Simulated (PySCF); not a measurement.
**NMR problem set**

Calculated, not measured (PySCF): shielding tensors at PBE0/pcSseg-1 (GIAO), J couplings at B3LYP/pcJ-1 (spin–dipole term left out of most H,H and C,H couplings), coordinates at the GFN2-xTB level. No solvent model, a single conformation, averaged over atoms made equivalent by symmetry, fast rotation or ring inversion, no relativistic terms.

References, each an isolated molecule treated in the same way: 1H (31.72 ppm) and 13C (186.93 ppm) against TMS. Multiplet labels drop J under 1 Hz and among equivalent protons, and merge close values. Unscaled 3J(H,H) run several per cent high. Where no couplings were computed, multiplicities follow the n + 1 count of equivalent neighbours, and m marks all less simple cases (inequivalent or close neighbours, rings, F or P nearby). Shifts are as computed. Against solution values, carbons near 30 ppm lie about +3 ppm off and those near 130 ppm about +5 ppm; carbons on Cl a further +6 ppm. Of 1211 compounds with measured shifts, 218 miss one by over three times the rms of a fit or turn the order of signals round; such compounds aren't used in these exercises. Carbons bonded to Cl come out too deshielded.

Q: C5H7N3. 1H NMR (400 MHz, computed): δ 7.62 (s, 1H), 7.42 (d, J = 18.3 Hz, 1H), 6.59 (dd, J = 18.3, 12.5 Hz, 1H), 5.91 (d, J = 12.5 Hz, 1H), 3.67 (s, 3H). 13C{1H} NMR (computed): δ 156.4 (C), 146.4 (CH), 127.9 (CH2), 125.2 (CH), 30.5 (CH3). Give a structure.

A: SMILES C=Cc1nncn1C. Rings plus π bonds: 4 (1 ring in the answer). 5 carbon signals for 5 carbons: no two carbons are equivalent. Carbon types of the structure: 1 × C, 2 × CH, 1 × CH2, 1 × CH3, which accounts for all hydrogens. δC 156.4: substituted aromatic carbon next to a ring nitrogen. δC 146.4: aromatic CH between two ring heteroatoms. δC 127.9: terminal =CH2 carbon; as expected for a trigonal carbon in a double bond. δC 125.2: alkene CH; the olefinic region. The protons at 7.42 and 6.59 share a coupling of 18.3 Hz (vicinal, trans across C=C). The protons at 5.91 and 6.59 share a coupling of 12.5 Hz (vicinal, cis across C=C).

This is the structure that produced the data.

Q: C8H7ClO. 1H NMR (400 MHz, computed): δ 8.89 (d, 1H), 7.82 (m, 1H), 7.66 (m, 1H), 7.60 (d, 1H), 2.82 (s, 3H). 13C{1H} NMR (computed): δ 176.6 (C), 152.4 (C), 143.7 (CH), 141.3 (CH), 136.7 (CH), 133.6 (C), 131.6 (CH), 27.2 (CH3). Give a structure.

A: `Cc1ccccc1C(=O)Cl`. Rings plus π bonds: 5 (1 ring in the answer). 8 carbon signals for 8 carbons: no two carbons are equivalent. Carbon types of the structure: 3 × C, 4 × CH, 1 × CH3, which accounts for all hydrogens. δC 176.6: carbonyl carbon. δC 152.4, 133.6: substituted aromatic carbon. δC 143.7, 141.3, 136.7, 131.6: aromatic CH. δH 8.89, 7.82, 7.66, 7.60: hydrogen on an aromatic CH.

The data come from this structure; uniqueness wasn't tested.
